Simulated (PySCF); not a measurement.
**Dipole response of Au²⁺ (gold, charge +2)**

[Xe] 4f14 5d9, 2D determinant. All numbers are calculated (PySCF 2.14, scalar relativity through the core potential, in aug-cc-pVTZ-PP with one added diffuse shell each of s, p, d, f, g type with ECP60MDF (7s7p6d4f3g, 113 functions)). Coupled (time-dependent) response in atomic units; α is the mean over directions.

```json
{"method": "UHF", "mean α (bohr³)": "8.058", "α xx, yy, zz": "7.905, 7.905, 8.364", "C₆ (like pair)": "51.82", "S(−4)": "12.34"}
{"method": "PBE", "mean α (bohr³)": "9.001", "α xx, yy, zz": "8.896, 8.896, 9.212", "C₆ (like pair)": "58.83", "S(−4)": "17.24"}
```

S(−4) is the Cauchy moment in α(ω) = α(0) + S(−4) ω² + …

Spin-orbit coupling is absent.

α(iu) at PBE:

| u (hartree) | α(iu) (bohr³) |
| --- | --- |
| 0 | 9.001 |
| 0.0500 | 8.958 |
| 0.100 | 8.834 |
| 0.200 | 8.393 |
| 0.300 | 7.803 |
| 0.500 | 6.569 |
| 0.750 | 5.284 |
| 1.00 | 4.308 |
| 1.50 | 2.986 |
| 2.00 | 2.170 |
| 3.00 | 1.271 |
| 5.00 | 0.5716 |

For an ion, C₆ is the dispersion term alone; charge-induced terms of lower order in 1/R come first.

The components differ because the open shell of this determinant is not spherical; for a pure term their mean is the scalar polarisability.

Energies and moments cover only the electrons outside the core potential. Spin-orbit coupling, absent here, splits the open shell strongly.
